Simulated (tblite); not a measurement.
Species: C5H11NSi.
Atom-mapped SMILES: `[CH2:1]=[C:2]1[CH2:3][CH2:4][N:5]([CH3:6])[SiH2:7]1` (hydrogens: H8, H9 on C1; H10, H11 on C3; H12, H13 on C4; H14, H15, H16 on C6; H17, H18 on Si7)

Computed with GFN2-xTB (tblite), gas phase: L-BFGS steps from a force-field or distance-geometry start until the largest atomic force falls under 0.01 eV/Å.

Step 11: E = -570.2708 eV
```
atom  x, y, z in Å  |  force x, y, z in eV/Å
C1      2.6535    0.4987   -0.7464   -0.137  -0.034   0.036
C2      1.4706    0.1212   -0.2913    0.014   0.045   0.113
C3      0.7718   -1.1472   -0.6906    0.035   0.033  -0.029
C4     -0.7309   -0.9111   -0.5541    0.066  -0.007  -0.065
N5     -0.9525   -0.0652    0.5992   -0.016   0.072  -0.013
C6     -2.3305    0.2784    0.8050   -0.047   0.043   0.020
Si7     0.3425    1.0322    0.9055   -0.013   0.111   0.019
H8      3.1067    1.4118   -0.4030    0.084   0.007  -0.052
H9      3.2024   -0.0864   -1.4677    0.088   0.016  -0.024
H10     1.0328   -1.4494   -1.7057    0.005  -0.081   0.009
H11     1.0828   -1.9342    0.0038   -0.042   0.010  -0.060
H12    -1.2735   -1.8559   -0.4154    0.012   0.056  -0.066
H13    -1.1151   -0.4181   -1.4623   -0.019  -0.118  -0.009
H14    -2.9643   -0.6127    0.7884    0.073  -0.024   0.068
H15    -2.4248    0.7682    1.7702   -0.065   0.027   0.027
H16    -2.6983    0.9609    0.0253   -0.036  -0.011   0.046
H17     0.7277    0.9806    2.3216   -0.072  -0.022  -0.045
H18     0.0903    2.4343    0.5058    0.071  -0.125   0.025
```

Step 12: E = -570.2748 eV
```
atom  x, y, z in Å  |  force x, y, z in eV/Å
C1      2.6523    0.4993   -0.7467   -0.095  -0.027   0.032
C2      1.4697    0.1237   -0.2911    0.004   0.007   0.110
C3      0.7738   -1.1464   -0.6921   -0.008   0.021  -0.024
C4     -0.7289   -0.9129   -0.5587    0.022   0.028  -0.027
N5     -0.9508   -0.0581    0.5881   -0.027   0.045   0.044
C6     -2.3277    0.2779    0.8063   -0.066   0.040   0.030
Si7     0.3417    1.0365    0.9053    0.011   0.113   0.010
H8      3.1093    1.4101   -0.4009    0.077   0.000  -0.066
H9      3.1988   -0.0884   -1.4684    0.089   0.032  -0.015
H10     1.0350   -1.4544   -1.7051    0.022  -0.054  -0.002
H11     1.0798   -1.9339    0.0031   -0.014   0.008  -0.034
H12    -1.2761   -1.8547   -0.4196    0.040   0.028  -0.018
H13    -1.1170   -0.4283   -1.4663   -0.018  -0.056  -0.092
H14    -2.9583   -0.6139    0.7953    0.054  -0.075   0.062
H15    -2.4226    0.7677    1.7716   -0.030   0.029   0.027
H16    -2.7044    0.9562    0.0301   -0.059   0.035   0.001
H17     0.7147    0.9820    2.3256   -0.066  -0.025  -0.061
H18     0.1021    2.4440    0.5119    0.064  -0.149   0.022
```

Step 13: E = -570.2781 eV
```
atom  x, y, z in Å  |  force x, y, z in eV/Å
C1      2.6500    0.4992   -0.7467   -0.010  -0.005   0.016
C2      1.4684    0.1256   -0.2887    0.008  -0.034   0.068
C3      0.7754   -1.1452   -0.6936   -0.041   0.005  -0.007
C4     -0.7270   -0.9136   -0.5630   -0.034   0.062   0.008
N5     -0.9499   -0.0512    0.5790   -0.036   0.021   0.061
C6     -2.3264    0.2780    0.8078   -0.064   0.026   0.031
Si7     0.3407    1.0416    0.9051    0.025   0.052   0.000
H8      3.1125    1.4078   -0.4005    0.059  -0.007  -0.069
H9      3.1971   -0.0893   -1.4689    0.060   0.044   0.007
H10     1.0374   -1.4595   -1.7047    0.034  -0.015  -0.003
H11     1.0770   -1.9330    0.0018    0.007  -0.003  -0.004
H12    -1.2774   -1.8529   -0.4231    0.057  -0.001   0.025
H13    -1.1188   -0.4380   -1.4716   -0.012   0.001  -0.143
H14    -2.9520   -0.6165    0.8024    0.038  -0.097   0.055
H15    -2.4205    0.7678    1.7733   -0.007   0.030   0.023
H16    -2.7108    0.9527    0.0341   -0.079   0.058  -0.023
H17     0.7019    0.9829    2.3276   -0.053  -0.027  -0.044
H18     0.1138    2.4499    0.5179    0.047  -0.110   0.001
```

Step 14: E = -570.2809 eV
```
atom  x, y, z in Å  |  force x, y, z in eV/Å
C1      2.6477    0.4987   -0.7464    0.071   0.013   0.000
C2      1.4673    0.1265   -0.2853    0.022  -0.061   0.010
C3      0.7759   -1.1441   -0.6951   -0.052  -0.006   0.013
C4     -0.7262   -0.9128   -0.5669   -0.072   0.079   0.020
N5     -0.9498   -0.0447    0.5721   -0.045   0.005   0.040
C6     -2.3266    0.2784    0.8093   -0.051   0.009   0.022
Si7     0.3398    1.0466    0.9047    0.025  -0.044  -0.010
H8      3.1160    1.4052   -0.4013    0.038  -0.007  -0.062
H9      3.1966   -0.0891   -1.4693    0.025   0.046   0.025
H10     1.0402   -1.4640   -1.7043    0.034   0.024   0.005
H11     1.0748   -1.9318    0.0008    0.014  -0.012   0.018
H12    -1.2773   -1.8512   -0.4250    0.061  -0.015   0.054
H13    -1.1203   -0.4464   -1.4789   -0.001   0.040  -0.141
H14    -2.9457   -0.6208    0.8096    0.027  -0.084   0.047
H15    -2.4179    0.7682    1.7754    0.000   0.028   0.014
H16    -2.7180    0.9507    0.0371   -0.087   0.050  -0.019
H17     0.6892    0.9835    2.3282   -0.036  -0.029  -0.010
H18     0.1254    2.4534    0.5236    0.027  -0.037  -0.029
```

Task: Estimate the geometry and energy of step 15. (The exact step hangs on the optimiser's Hessian estimate; all steps are aligned on step 14, rigid shifts and turns removed.)

Result: E = -570.2834 eV, largest force 0.125 eV/Å
```
atom  x, y, z in Å  |  force x, y, z in eV/Å
C1      2.6464    0.4983   -0.7459    0.114   0.017  -0.009
C2      1.4670    0.1262   -0.2823    0.039  -0.064  -0.038
C3      0.7754   -1.1433   -0.6962   -0.041  -0.009   0.028
C4     -0.7270   -0.9106   -0.5704   -0.076   0.069   0.009
N5     -0.9506   -0.0387    0.5666   -0.052  -0.001  -0.005
C6     -2.3278    0.2788    0.8110   -0.035  -0.005   0.008
Si7     0.3396    1.0505    0.9041    0.015  -0.123  -0.015
H8      3.1200    1.4029   -0.4030    0.018   0.002  -0.044
H9      3.1966   -0.0883   -1.4694    0.002   0.034   0.028
H10     1.0434   -1.4674   -1.7039    0.022   0.056   0.019
H11     1.0731   -1.9309    0.0004    0.005  -0.015   0.029
H12    -1.2760   -1.8499   -0.4255    0.053  -0.010   0.067
H13    -1.1216   -0.4532   -1.4882    0.013   0.058  -0.091
H14    -2.9393   -0.6263    0.8171    0.019  -0.047   0.038
H15    -2.4151    0.7691    1.7775   -0.003   0.025   0.003
H16    -2.7263    0.9496    0.0396   -0.085   0.018   0.005
H17     0.6768    0.9835    2.3286   -0.019  -0.032   0.023
H18     0.1367    2.4560    0.5284    0.012   0.029  -0.055
```

The energy changes by -0.0025 eV. The first-order estimate −F·Δx gives -0.0034 eV and the mean of the old and new forces, exact on a quadratic surface, -0.0025 eV. The step makes an angle of 68° with the force vector and moves no atom by more than 0.013 Å.

The cost below is that of the whole relaxation. Hardware: one thread, Arm Neoverse N1 (aarch64), no GPU, on a shared host. Cost: 0.89 s.
